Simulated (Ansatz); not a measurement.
```yaml
crystal:
  periodic: [false, false, false]
  atoms:
    - {symbol: Si, position_ang: [1.133087, -0.938060, 3.701427]}
    - {symbol: Si, position_ang: [-0.150580, 3.371888, -1.646815]}
    - {symbol: Si, position_ang: [0.923668, -1.472013, -4.328064]}
    - {symbol: Si, position_ang: [0.048394, 0.275077, -1.724637]}
    - {symbol: Si, position_ang: [-1.444862, -1.776070, 3.699760]}
    - {symbol: Si, position_ang: [-0.301728, -0.815335, 1.233290]}
    - {symbol: N, position_ang: [-0.368199, 4.906743, -1.248735]}
    - {symbol: N, position_ang: [0.107912, 1.857905, -2.185242]}
    - {symbol: N, position_ang: [-0.394945, -0.463943, -0.363725]}
    - {symbol: N, position_ang: [-0.084994, -1.566511, 4.702365]}
    - {symbol: N, position_ang: [-0.230517, -0.704646, -3.230110]}
    - {symbol: N, position_ang: [1.213391, -0.643489, -2.800428]}
    - {symbol: N, position_ang: [1.133175, -0.567327, 2.094617]}
    - {symbol: N, position_ang: [-1.583801, -1.464208, 2.096277]}
basis:
  gaussian: {orbitals: def2-TZVP}
total_charge: 1
magnetization: {spin_polarized: true, initial_magnetization: 1}
hamiltonian: {xc: pbe0, dispersion: d4}
scf: {omitted_lower_state_checks: [starts]}
output: {orbitals: {seedname: orbitals}}
```

```sh
$ ansatz run in.yaml --threads 4 --pin off --events-out ev --progress --plain --max-ram 6963MiB
```

(1) Does this run fit into the memory that it is given?

## Answers

(1) No. It has 470 basis functions, and Ansatz plans for 8 GiB where 7 GiB are given.
